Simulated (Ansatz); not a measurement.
Compare A (`CC1(O)[SiH2][SiH2]1`) with its isomer B (`O[SiH2]/C=C/[SiH3]`).

Gas-phase electronic energies from Ansatz, PBE0-D4/def2-TZVP geometries. CBS: MP2 limit from def2 TZ/QZ plus the TZ coupled-cluster correction, frozen cores. DFT in def2-TZVPP. B3LYP here is the variant with VWN-RPA as its local correlation; programs differ in this. One conformer a species, not always the lowest.

(1) Which is lower in electronic energy at CCSD(T)/CBS, and by how much? (Estimate.)

(2) Give E(B) − E(A) in kJ/mol with B3LYP-D4, PBE0-D4, ωB97M-V, B3LYP, CCSD(T)/def2-SVP, r2SCAN-D4, LDA (SPW92). (An estimate is asked.)

(3) Does the order hold for the free energy at 298.15 K (harmonic terms from PBE0-D4)? (Estimate.)

Largest T1 diagnostic: 0.013.

Results:

(1) Ansatz gave: B, by 230.7 kJ/mol.

(2) Ansatz gave: B3LYP-D4 -230.2, PBE0-D4 -194.9, ωB97M-V -224.6, B3LYP -235.5, CCSD(T)/def2-SVP -205.9, r2SCAN-D4 -209.9, LDA (SPW92) -162.3. None reverses the order clearly.

(3) Computed: Yes: G(B) − G(A) = -242.6 kJ/mol, for one conformer each.

Leaving LDA and LC-ωPBE aside and taking each functional with its dispersion term where it has one, the values, not all of them listed here, spread over 60.3 kJ/mol, from BHLYP-D4 to PBE-D4. LDA lies +25.1 kJ/mol from PBE without D4. The D4 term adds +5.3 kJ/mol with B3LYP and +2.7 kJ/mol with PBE0; it sums over pairs of atoms, weighted by their polarisabilities, and B3LYP, whose exchange is more repulsive, gets the larger term.
